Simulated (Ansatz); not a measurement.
`Sc1sc(-c2sc(-c3sc(S)c4ccccc34)c3ccccc23)c2ccccc12`, relaxed as a singlet with RKS PBE-D4/def2-SVP in Ansatz, starting from the GFN2-xTB geometry. Force threshold 0.03 eV/Å.

Single mean-field runs in def2-SVP are fitted with def2-universal-jkfit.

Start:

```xyz
43

S     5.089    2.575   -4.127
C     4.128    1.707   -2.947
S     2.528    2.188   -2.528
C     2.356    0.885   -1.384
C     1.145    0.754   -0.657
S    -0.363    1.131   -1.427
C    -1.293    0.686   -0.032
C    -2.710    0.748   -0.086
S    -3.489    2.026   -0.977
C    -5.059    1.451   -0.566
S    -6.456    2.334   -1.144
C    -5.008    0.306    0.215
C    -6.079   -0.458    0.732
C    -5.820   -1.608    1.412
C    -4.495   -2.063    1.589
C    -3.435   -1.340    1.130
C    -3.658   -0.113    0.466
C    -0.451    0.325    1.026
C    -0.813    0.060    2.366
C     0.160   -0.170    3.294
C     1.525   -0.126    2.943
C     1.914    0.145    1.664
C     0.936    0.366    0.671
C     3.499    0.086   -1.379
C     3.715   -1.132   -0.696
C     4.907   -1.778   -0.834
C     5.935   -1.262   -1.656
C     5.749   -0.120   -2.373
C     4.520    0.569   -2.262
H     4.216    3.565   -4.306
H    -7.346    1.413   -0.777
H    -7.097   -0.127    0.579
H    -6.633   -2.196    1.811
H    -4.330   -3.004    2.092
H    -2.424   -1.700    1.244
H    -1.855    0.079    2.647
H    -0.109   -0.364    4.322
H     2.267   -0.281    3.712
H     2.959    0.229    1.406
H     2.924   -1.548   -0.091
H     5.076   -2.709   -0.314
H     6.867   -1.802   -1.726
H     6.510    0.272   -3.032
```

| step | energy (eV) | largest force component (eV/Å) | SCF passes |
| --- | --- | --- | --- |
| 1 | -79205.0733 | 0.797 | 26 |
| 2 | -79205.4553 | 0.319 | 22 |
| 3 | -79205.4978 | 0.512 | 23 |
| 4 | -79205.5474 | 0.190 | 23 |
| 5 (rejected) | -79205.5420 | 0.291 | 23 |
| 6 | -79205.5669 | 0.138 | 23 |
| 7 | -79205.5813 | 0.157 | 22 |
| 8 | -79205.6021 | 0.095 | 23 |
| 9 | -79205.6228 | 0.067 | 23 |
| 10 | -79205.6254 | 0.550 | 23 |
| 11 (rejected) | -79205.5978 | 0.310 | 23 |
| 12 | -79205.6396 | 0.086 | 23 |
| 13 | -79205.6412 | 0.089 | 23 |
| 14 | -79205.6462 | 0.048 | 22 |
| 15 | -79205.6474 | 0.014 | 22 |
| 16 | -79205.6477 | 0.155 | 22 |
| 17 | -79205.6484 | 0.049 | 23 |
| 18 | -79205.6487 | 0.030 | 23 |
| 19 | -79205.6490 | 0.017 | 22 |
| 20 | -79205.6491 | 0.028 | 22 |

Force components are those of the run's own axes.

End:

Cartesian coordinates in Å:
```
S 4.932 2.658 -4.295
C 4.077 1.768 -3.041
S 2.479 2.220 -2.543
C 2.312 0.877 -1.449
C 1.099 0.708 -0.685
S -0.448 0.920 -1.451
C -1.353 0.615 0.002
C -2.794 0.683 -0.019
S -3.599 1.987 -0.843
C -5.187 1.415 -0.451
S -6.620 2.313 -0.934
C -5.115 0.240 0.324
C -6.202 -0.529 0.840
C -5.937 -1.699 1.527
C -4.594 -2.155 1.713
C -3.516 -1.427 1.238
C -3.749 -0.195 0.554
C -0.472 0.346 1.078
C -0.810 0.141 2.451
C 0.199 -0.025 3.384
C 1.574 0.027 2.998
C 1.938 0.245 1.682
C 0.925 0.399 0.687
C 3.481 0.076 -1.476
C 3.723 -1.157 -0.796
C 4.931 -1.809 -0.977
C 5.940 -1.275 -1.839
C 5.729 -0.101 -2.538
C 4.491 0.593 -2.382
H 5.549 3.583 -3.493
H -6.940 1.582 -2.048
H -7.229 -0.171 0.673
H -6.768 -2.298 1.928
H -4.418 -3.107 2.236
H -2.488 -1.792 1.370
H -1.865 0.139 2.758
H -0.059 -0.177 4.443
H 2.353 -0.087 3.767
H 2.997 0.321 1.396
H 2.945 -1.584 -0.148
H 5.118 -2.761 -0.458
H 6.890 -1.819 -1.955
H 6.484 0.311 -3.226
```

By distances, no bond broke or formed. The bond that changes most is S1–H30, from 1.33 to 1.37 Å (atoms count from 1).

The force fell under the threshold at step 15, but the optimiser went on. No frequencies were taken in this run, so the end may be a saddle point.

Run time 95 s (2 threads of AMD EPYC 7R13 on a shared host and a share (18 GiB) of an NVIDIA H100 80GB HBM3).
